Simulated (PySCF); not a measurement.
TiOF2, SMILES [O]=[Ti]([F])[F], multiplicity 1. Geometry: B3LYP-D3(BJ)/def2-SVP. The spin state was assumed, not searched.

The numbers are results of PySCF 2.14.0 with B3LYP-D3(BJ)/def2-SVP, not measurements.

Harmonic wavenumbers (cm⁻¹): 80, 207, 279, 705, 815, 1123. Rotational constants (GHz): 7.852, 5.263, 3.207; symmetry number 1.

Work out the zero-point energy and the ideal-gas rigid-rotor harmonic-oscillator thermochemistry at 298.15 K and 1 atm.

ZPE = ½ Σ hcν = ½ × 3209 cm⁻¹ = 19.20 kJ/mol. H − E(el) = 34.31 kJ/mol. Entropy in J/(mol K): translation 166.41, rotation 105.85, vibration 33.69, total 305.95. G − E(el) = -56.91 kJ/mol. Cp = 63.43 J/(mol K). Modes under 150 cm⁻¹ make the vibrational entropy uncertain.
